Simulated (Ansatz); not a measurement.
HF+, multiplicity 2 (the spin of the measured ground state), most abundant isotopes (1.0078 and 18.9984 u). Constants from fifth-degree fits in 1/R to seven points on the lowest solution found; no spin–orbit coupling, no relativity up to Kr; ω_e x_e and α_e move by some per cent with the fit.

Correlated levels freeze the cores. CBS(a, b) extrapolates the correlation energy as X⁻³ and adds the Hartree–Fock energy of set b.

Codes used: Ansatz (Gaussian orbitals). Each number belongs to the level named beside it.

```tsv
level	r_e (Å)	ω_e (cm⁻¹)	ω_e x_e (cm⁻¹)	α_e (cm⁻¹)
PBE/def2-TZVPP	1.0229	2909.7	91.8	0.873
CCSD(T)/CBS(aug-cc-pVQZ, aug-cc-pV5Z)	1.0012	3101.4	93.0	0.876
```

Derive the rotational constants, the centrifugal constant, the fundamental, the zero-point energy and the force constant.


μ = 0.95706 u.
- PBE/def2-TZVPP: B_e = 16.8576/(μ r_e²) = 16.833 cm⁻¹; B₀ = B_e − α_e/2 = 16.396 cm⁻¹; D = 4B_e³/ω_e² = 2.25e-03 cm⁻¹; fundamental ω_e − 2ω_e x_e = 2726 cm⁻¹; zero-point energy ω_e/2 − ω_e x_e/4 = 1432 cm⁻¹; k = μ(2πcω_e)² = 477 N/m
- CCSD(T)/CBS(aug-cc-pVQZ, aug-cc-pV5Z): B_e = 16.8576/(μ r_e²) = 17.571 cm⁻¹; B₀ = B_e − α_e/2 = 17.133 cm⁻¹; D = 4B_e³/ω_e² = 2.26e-03 cm⁻¹; fundamental ω_e − 2ω_e x_e = 2915 cm⁻¹; zero-point energy ω_e/2 − ω_e x_e/4 = 1527 cm⁻¹; k = μ(2πcω_e)² = 542 N/m

Ansatz is a first-principles code.
